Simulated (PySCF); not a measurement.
C4H9ClOSi.
InChI=1S/C4H9ClOSi/c1-6-7(5)4-2-3-4/h4,7H,2-3H2,1H3/t7-/m1/s1

A linear-response calculation (PySCF, def2-SVPD basis, gas phase, vertical, core orbitals frozen in the response) gave these numbers; the functional is withheld.

Orbital energies (eV): HOMO-3 -10.87, HOMO-2 -10.61, HOMO-1 -10.49, HOMO -10.19, LUMO 2.19, LUMO+1 2.30, LUMO+2 2.44.

```json
{"state": "S1", "E (eV)": "7.96", "f": "0.011", "main configurations (H = HOMO, L = LUMO)": "H→L (26%), H→L+1 (26%), H→L+2 (14%)"}
{"state": "S2", "E (eV)": "8.03", "f": "0.022", "main configurations (H = HOMO, L = LUMO)": "H→L+1 (46%), H→L (29%)"}
{"state": "S3", "E (eV)": "8.32", "f": "0.012", "main configurations (H = HOMO, L = LUMO)": "H-1→L (32%), H→L+2 (19%), H-1→L+2 (15%)"}
{"state": "S4", "E (eV)": "8.45", "f": "0.016", "main configurations (H = HOMO, L = LUMO)": "H-1→L+1 (47%), H-1→L (18%)"}
{"state": "S5", "E (eV)": "8.49", "f": "0.064", "main configurations (H = HOMO, L = LUMO)": "H-2→L (36%), H-2→L+1 (20%), H-2→L+2 (9%)"}
{"state": "S6", "E (eV)": "8.57", "f": "0.025", "main configurations (H = HOMO, L = LUMO)": "H→L+2 (19%), H-2→L+1 (19%), H-3→L+2 (12%)"}
```

Triplets (Tamm–Dancoff): T1 7.68 eV, H→L+1 (59%), H-1→L (8%); T2 7.73 eV, H→L (44%), H→L+2 (12%); T3 8.05 eV, H-1→L (30%), H-2→L (10%), H-1→L+2 (8%); T4 8.11 eV, H-2→L+1 (36%), H-2→L (9%).

Vertical ionisation energy by ΔSCF with the same functional: 10.34 eV. Mean static polarisability: 87.6 au.

Problem. Name the functional.
A. HF
B. PBE
C. B3LYP
D. wB97X-D

Solution. D. wB97X-D is range-separated, 22% exact exchange at short range and 100% at long range (ω = 0.2 bohr⁻¹). In this run −ε(HOMO) = 10.19 eV differs from the ΔSCF value by -0.15 eV, and S1 differs from the orbital gap of 12.38 eV by -4.42 eV. The ratio −ε(HOMO)/IP is 0.99. Small neutral molecules mostly give 0.89 to 0.99 with wB97X-D, 0.5 to 0.7 with PBE, 0.67 to 0.83 with B3LYP; with Hartree–Fock the ratio is 1 or more (Koopmans' value less the relaxation energy is the ΔSCF value).

Method used: TDDFT wB97X-D/def2-SVPD, vertical, gas phase, core orbitals frozen in the response in PySCF. Isolated species at its PBE0-D3(BJ)/def2-SVP geometry (one conformer only).

Time: 5.8 min; peak memory 1.0 GiB. Hardware: an Arm Neoverse V1 with one thread, shared host with 32 logical CPUs at a one-minute load of 30.

Shape of the structure used: `[CH3:1][O:2][Si@@H:3]([Cl:4])[CH:5]1[CH2:6][CH2:7]1`: C1–O2–Si3–Cl4 54°, O2–Si3–C5–C6 161°.

Without π bonds the low states are Rydberg-like; a valence basis with one diffuse set may place them up to an eV too high.
